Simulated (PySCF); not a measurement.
BeF2.

```xyz
3

Be     0.0000     0.0000     0.0000
F      0.0000     0.0000    -1.3783
F      0.0000     0.0000     1.3783
```
Charge 0, spin multiplicity 1.

Geometry: PBE0-D3(BJ)/def2-TZVP. The isomer is the one that the SMILES or the coordinates give; other isomers of the formula were not compared.

Computed with PySCF with PBE0/pcSseg-2. Non-relativistic, no solvent.

### Question
Give the absolute GIAO shielding of each atom: isotropic value and principal components (ppm). (Estimate from the structure and the level; the computed values follow.)

### Answer

```tsv
atom	σ(iso)	σ11	σ22	σ33	span
Be1	105.7	77.2	77.2	162.8	85.7
F2	382.8	332.7	332.7	483.0	150.3
F3	382.8	332.7	332.7	483.0	150.3
```
